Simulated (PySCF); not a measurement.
C$_{6}$H$_{16}$OP$_{2}$: full NMR table

```yaml
Formula: C6H16OP2
SMILES: CC(C)[P@@](C)(=O)P(C)C
InChI: InChI=1S/C6H16OP2/c1-6(2)9(5,7)8(3)4/h6H,1-5H3/t9-/m0/s1
Point_group_of_the_computed_structure: C1
Carbon_signals: 5
Proton_signals: 5
```

Atoms are numbered as in `[CH3:1][CH:2]([CH3:3])[P@@:4]([CH3:5])(=[O:6])[P:7]([CH3:8])[CH3:9]` (H(Xn): hydrogen on atom n).

Method: PBE0/pcSseg-1 with gauge-including orbitals, GFN2-xTB geometry, in PySCF (equivalent nuclei averaged, isolated molecule, non-relativistic Hamiltonian, single conformer).

Shifts are taken against calculated references (same method and geometry level): ¹H (31.72 ppm) and ¹³C (186.93 ppm) against TMS; ³¹P (318.38 ppm) against H3PO4; ¹⁷O (336.08 ppm) vs H2O.

| carbon | δC, type | δH (multiplicity) | HMBC from (2–3 bonds) | span of the C tensor (ppm) |
| --- | --- | --- | --- | --- |
| C1 | 17.8, CH3 | 1.01 (m) | H(C2), H(C3) | 28 |
| C2 | 34.2, CH | 1.71 (m) | H(C3), H(C5), H(C1) | 28 |
| C3 | 15.6, CH3 | 1.33 (m) | H(C2), H(C1) | 30 |
| C5 | 11.6, CH3 | 1.16 (m) | H(C2) | 38 |
| C8/C9 | 7.7, CH3 | 1.22 (m) | H(C8)/H(C9) | 27 |

Other nuclei:
```tsv
atoms	nucleus	environment	δ (ppm)	σ (ppm)
P4	³¹P	phosphorus bonded to 2 C, O, P	40.9	277.5
P7	³¹P	phosphorus bonded to 2 C, P	-97.9	416.2
O6	¹⁷O	P=O oxygen	85.9	250.1
```

1. δC 34.2: sp3 CH bonded to P.
2. δC 17.8, 15.6: methyl carbon; a saturated carbon with 1 carbon neighbour and no heteroatom attached.
3. δC 11.6, 7.7: methyl carbon bonded to P.
4. δH 1.71: hydrogen on an sp3 CH bonded to P.
5. δH 1.33, 1.01: hydrogen on a methyl carbon.

Splittings by ³¹P in the carbon and heteronuclear signals aren't shown, as no couplings were computed. Shifts are as computed. Against solution values, carbons near 30 ppm lie about +3 ppm off and those near 130 ppm about +5 ppm. Of 1211 compounds with measured shifts, 218 miss one by over three times the rms of a fit or turn the order of signals round; such compounds aren't used in these exercises. Experimental scales use liquid or dissolved standards, which lie at an offset from isolated H2O (liquid H2O: subtract about 36 ppm) and H3PO4. Multiplicities follow the n + 1 count of equivalent neighbours, as no J values were calculated; m marks all less simple cases, F and P coupling included.
